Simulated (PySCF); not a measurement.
System: C$_{4}$H$_{9}$Cl$_{3}$Si, charge 0, multiplicity 1. 
Geometry from a B3LYP-D3(BJ)/def2-TZVP (Ansatz) optimisation:
```xyz
17

C      4.4593    -0.1609     0.6825
C      3.2496     0.7621     0.5736
C      1.9507     0.0038     0.3050
C      0.7360     0.9323     0.1958
Si    -0.8695     0.0693    -0.1298
Cl    -2.4030     1.4260    -0.2517
Cl    -1.3007    -1.2575     1.3756
Cl    -0.7898    -0.9740    -1.8955
H      4.3335    -0.8790     1.4962
H      5.3737     0.4029     0.8742
H      4.6046    -0.7285    -0.2396
H      3.4114     1.4906    -0.2273
H      3.1422     1.3412     1.4963
H      1.7855    -0.7236     1.1048
H      2.0545    -0.5743    -0.6176
H      0.6073     1.5099     1.1167
H      0.8770     1.6596    -0.6101
```
Charge 0, spin multiplicity 1.

Dispersion corrections to the total energy (kcal/mol) from the dftd3 and dftd4 libraries through PySCF: D3(BJ) without and D4 with the three-body term, each with the damping fitted for the functional named.

```json
[
 {"functional": "CAM-B3LYP", "D3(BJ)": "-10.67", "D4": "-10.84"},
 {"functional": "TPSS", "D3(BJ)": "-15.95", "D4": "-16.51"},
 {"functional": "revPBE", "D3(BJ)": "(withheld)", "D4": "-34.58"},
 {"functional": "BP86", "D3(BJ)": "-20.99", "D4": "-17.00"},
 {"functional": "HSE06", "D3(BJ)": "(withheld)", "D4": "-9.90"},
 {"functional": "PBE", "D3(BJ)": "-12.35", "D4": "-12.26"},
 {"functional": "BHLYP", "D3(BJ)": "(withheld)", "D4": "-15.47"}
]
```

Question: Fill in the missing entries.

Answer: 
- revPBE, D3(BJ): -29.67
- HSE06, D3(BJ): -9.11
- BHLYP, D3(BJ): -17.62
